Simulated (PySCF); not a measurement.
Species: C9H17FSi.
SMILES with atom numbers: `[F:1][CH2:2][C:3]1([SiH:4]2[CH2:5][CH2:6][CH2:7][CH2:8][CH2:9]2)[CH2:10][CH2:11]1` (hydrogens: H12, H13 on C2; H14 on Si4; H15, H16 on C5; H17, H18 on C6; H19, H20 on C7; H21, H22 on C8; H23, H24 on C9; H25, H26 on C10; H27, H28 on C11)

Theory: PBE0-D3(BJ)/def2-SVP geometry optimisation, gas phase (PySCF 2.14.0).

Question: List the bond lengths, angles and torsions at this level.

Answer: 
```json
{"bond": "F1–C2", "length (bohr)": "2.606", "order": "single"}
{"bond": "C2–C3", "length (bohr)": "2.837", "order": "single"}
{"bond": "C3–Si4", "length (bohr)": "3.564", "order": "single"}
{"bond": "Si4–C5, Si4–C9", "length (bohr)": "3.562", "order": "single"}
{"bond": "C5–C6, C8–C9", "length (bohr)": "2.898", "order": "single"}
{"bond": "C6–C7, C7–C8", "length (bohr)": "2.890", "order": "single"}
{"bond": "C3–C10, C3–C11", "length (bohr)": "2.854", "order": "single"}
{"bond": "C10–C11", "length (bohr)": "2.821", "order": "single"}
{"bond": "C2–H12, C2–H13", "length (bohr)": "2.088", "order": "single"}
{"bond": "Si4–H14", "length (bohr)": "2.838", "order": "single"}
{"bond": "C5–H15, C9–H24", "length (bohr)": "2.089", "order": "single"}
{"bond": "C5–H16, C9–H23", "length (bohr)": "2.082", "order": "single"}
{"bond": "C6–H17, C8–H22", "length (bohr)": "2.089", "order": "single"}
{"bond": "C6–H18, C8–H21", "length (bohr)": "2.085", "order": "single"}
{"bond": "C7–H19", "length (bohr)": "2.084", "order": "single"}
{"bond": "C7–H20", "length (bohr)": "2.090", "order": "single"}
{"bond": "C10–H25, C11–H27", "length (bohr)": "2.067", "order": "single"}
{"bond": "C10–H26, C11–H28", "length (bohr)": "2.069", "order": "single"}
```

Bonds in one row agree within 0.02 bohr and their mean is given. Orders are formal, as drawn. A selection of angles:
```json
{"angle": "F1–C2–C3", "degrees": "110.7"}
{"angle": "F1–C2–H12", "degrees": "107.8"}
{"angle": "C3–C2–H12", "degrees": "110.9"}
{"angle": "H12–C2–H13", "degrees": "108.3"}
{"angle": "C2–C3–Si4", "degrees": "115.2"}
{"angle": "C2–C3–C10", "degrees": "116.9"}
{"angle": "C2–C3–C11", "degrees": "116.2"}
{"angle": "Si4–C3–C10", "degrees": "117.6"}
{"angle": "Si4–C3–C11", "degrees": "120.2"}
{"angle": "C10–C3–C11", "degrees": "59.2"}
{"angle": "C3–Si4–C5", "degrees": "112.2"}
{"angle": "C3–Si4–H14", "degrees": "108.4"}
{"angle": "C5–Si4–C9", "degrees": "104.4"}
{"angle": "C5–Si4–H14", "degrees": "109.6"}
{"angle": "Si4–C5–C6", "degrees": "110.5"}
{"angle": "Si4–C5–H15", "degrees": "108.5"}
{"angle": "Si4–C5–H16", "degrees": "111.3"}
{"angle": "C6–C5–H15", "degrees": "109.4"}
{"angle": "C6–C5–H16", "degrees": "110.7"}
{"angle": "H15–C5–H16", "degrees": "106.3"}
{"angle": "C5–C6–C7", "degrees": "114.1"}
{"angle": "C5–C6–H17", "degrees": "109.4"}
{"angle": "C5–C6–H18", "degrees": "109.7"}
{"angle": "C7–C6–H17", "degrees": "108.6"}
{"angle": "C7–C6–H18", "degrees": "109.1"}
{"angle": "H17–C6–H18", "degrees": "105.6"}
{"angle": "C6–C7–C8", "degrees": "114.6"}
{"angle": "C6–C7–H19", "degrees": "108.7"}
{"angle": "C6–C7–H20", "degrees": "109.1"}
{"angle": "H19–C7–H20", "degrees": "105.9"}
{"angle": "Si4–C9–C8", "degrees": "111.4"}
{"angle": "Si4–C9–H23", "degrees": "110.4"}
{"angle": "Si4–C9–H24", "degrees": "107.1"}
{"angle": "C3–C10–C11", "degrees": "60.3"}
{"angle": "C3–C10–H25", "degrees": "118.7"}
{"angle": "C3–C10–H26", "degrees": "117.4"}
{"angle": "C11–C10–H25", "degrees": "118.6"}
{"angle": "C11–C10–H26", "degrees": "118.3"}
{"angle": "H25–C10–H26", "degrees": "113.7"}
{"angle": "C3–C11–H27", "degrees": "118.5"}
```

Torsions: F1–C2–C3–Si4 56° (synclinal); C2–C3–Si4–C5 168° (antiperiplanar); C3–Si4–C5–C6 165° (antiperiplanar); Si4–C5–C6–C7 -55° (synclinal); C5–C6–C7–C8 65° (synclinal); C6–C7–C8–C9 -64° (synclinal); C7–C8–C9–Si4 54° (synclinal); C2–C3–C10–C11 -106° (anticlinal); C2–C3–C11–C10 107° (anticlinal); C3–Si4–C9–C8 -165° (antiperiplanar). The mirror-image conformer, all signs reversed, is as good.

The 6-membered ring Si4–C5–C6–C7–C8–C9 has internal angles of 104.4° to 114.6°; it is puckered, 0.24 Å rms from its mean plane, widest ring torsion 65°. Si4 (SiH silicon) is distorted tetrahedral (angles from 104.4° to 112.2°). The 3-membered ring C3–C10–C11 has internal angles of 59.2° to 60.4°. Of the pairs four or more bonds apart, C5···H27 is among the closest relative to their van der Waals radii: 2.93 Å, 101 % of the sum of Bondi's values. The C–C distances run from 1.493 Å (C10–C11, drawn single) to 1.535 Å (C5–C6, drawn single), a spread of 0.042 Å.

Point group: C1 (no symmetry element, even within 0.4 Å). Stationary, but not proved a minimum. One conformer, not necessarily the lowest.
